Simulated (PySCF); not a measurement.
**Nitrogen: a sound run and one with changed settings**

Sound run: N(2+) [He] 2s2 2p1, N(3+) [He] 2s2. All numbers are calculated (PySCF 2.14, no relativity, point nucleus, in 6-31G* (3s2p1d, 14 functions)). The sound run starts from symmetry-adapted Hartree-Fock orbitals and uses a fine grid where one is needed.

Changed run: radial step 0.8 in ln r (0.13 in the sound run). This setting is unsound on purpose.

```
species  method  sound run (hartree)  changed run (hartree)  converged
  N(2+)     UHF            -52.79544              -52.79544        yes
  N(2+)    PBE0            -52.88069              -52.88102        yes
  N(2+)     LDA            -52.45122              -52.46450        yes
  N(3+)     UHF            -51.05558              -51.05558        yes
  N(3+)    PBE0            -51.11431              -51.12195        yes
  N(3+)     LDA            -50.69131              -50.71912        yes
```

Ionisation energy of N(2+):

| method | sound run (eV) | changed run (eV) |
| --- | --- | --- |
| UHF | 47.344 | 47.344 |
| PBE0 | 48.065 | 47.867 |
| LDA | 47.890 | 47.494 |

A coarse radial grid mis-integrates the density and the exchange-correlation energy, with errors of either sign; Hartree-Fock needs no grid.

For comparison, NIST gives 47.445 eV between the lowest levels.
